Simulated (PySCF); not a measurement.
W(NH)(S)(Cl)(Me) (CH₄ClNSW), SMILES [CH3][W]([Cl])(=[S])=[NH], multiplicity 1.

The structure is a stationary point at PBE-D3(BJ)/def2-SVP. The spin state was assumed, not searched. The structure was generated by enumeration; whether it is a known compound was not checked. The def2 effective core potentials stand for the cores of W; spin–orbit coupling is left out.

Method: PySCF with PBE-D3(BJ)/def2-SVP.

Frequencies are harmonic and unscaled.

Question: Give all harmonic wavenumbers and intensities. (Estimate from the structure and the level; the computed values follow.)

Answer: 
```csv
mode,ν (cm⁻¹),IR (km/mol),moving atoms (share of kinetic energy)
1,113,0.2,"Cl 39 %, S 26 %, W 15 %, C 13 %"
2,135,0.1,"Cl 32 %, S 20 %, W 18 %, C 12 %, H 9 %, N 9 %"
3,169,2.1,"C 37 %, H 28 %, S 24 %"
4,188,0.1,H 92 %
5,220,4.4,"N 47 %, H 25 %, C 15 %"
6,241,6.8,"N 54 %, H 21 %, S 15 %"
7,385,27.9,"Cl 77 %, W 17 %"
8,505,192.2,"H 49 %, S 27 %, N 15 %, W 8 %"
9,536,9.2,"S 33 %, H 33 %, C 26 %"
10,543,27.6,"C 42 %, H 27 %, S 19 %, W 10 %"
11,592,49.2,"H 83 %, N 8 %"
12,627,26.9,"H 73 %, C 15 %"
13,694,25.2,"H 75 %, C 16 %"
14,978,69.5,"N 84 %, W 8 %"
15,1153,3.0,"H 79 %, C 21 %"
16,1340,16.0,H 94 %
17,1354,13.3,H 95 %
18,2951,4.2,H 97 %
19,3054,0.2,"H 91 %, C 9 %"
20,3082,0.6,"H 91 %, C 9 %"
21,3524,161.4,H 92 %
```
